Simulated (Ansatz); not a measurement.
Ansatz (a program for electronic structure) input (B3LYP/LANL2DZ): The .json file is the Basis Set Exchange's LANL2DZ.

Ansatz 0.2 input:
```yaml
crystal:
  periodic: [false, false, false]
  atoms:
    - {symbol: Nb, position_ang: [0.00000000, 0.00000000, 0.00000000]}
basis:
  gaussian:
    orbitals: LANL2DZ.json
hamiltonian:
  xc: {name: B3LYP}
total_charge: -1
magnetization: {spin_polarized: true, initial_magnetization: 4}
scf: {lower_state_search: full}
```

From the last part of the output:

```
Functional definition: B3LYP
integrals: 0.01 GiB planned
128 factors; integrals over basis functions are off by at most 1.5e-4 eV
mean field: 0.07 GiB planned
mean field evaluation 1: about -1528.6517 eV, gradient 2.1e0 eV
mean field evaluation 2: about -1528.6519 eV, gradient 2.1e0 eV
mean field evaluation 4: about -1528.7066 eV, gradient 3.4e-1 eV
mean field evaluation 8: about -1528.7080 eV, gradient 5.2e-3 eV
mean field evaluation 16: about -1528.7174 eV, gradient 2.7e-1 eV
mean field evaluation 32: about -1528.7078 eV, gradient 5.3e-2 eV
mean field evaluation 64: about -1527.3850 eV, gradient 1.2e-3 eV
mean field evaluation 96: about -1528.7244 eV, gradient 1.1e-1 eV
mean field evaluation 128: about -1528.2377 eV, gradient 2.1e0 eV
mean field evaluation 160: about -1528.7178 eV, gradient 2.0e-1 eV
mean field evaluation 192: about -1527.3010 eV, gradient 1.8e0 eV
mean field evaluation 224: about -1528.4765 eV, gradient 1.0e0 eV
mean field evaluation 256: about -1527.4841 eV, gradient 1.3e0 eV
mean field evaluation 288: about -1528.7080 eV, gradient 6.2e-3 eV
mean field evaluation 320: about -1524.2497 eV, gradient 1.9e1 eV
mean field -1528.72482744 eV, -56.1796012014 hartree, gradient 3.4e-6 eV, S^2 6.014229; 25 other end points of the search recorded, 0 dependent functions left out
reference -1528.72495764 eV, -56.1796059862 hartree; 9, 5 occupied and 13, 17 virtual orbitals, 128 factors
Total energy: -1528.72495764 eV, -56.1796059862 hartree
```

The dipole moment of an ion depends on the origin.
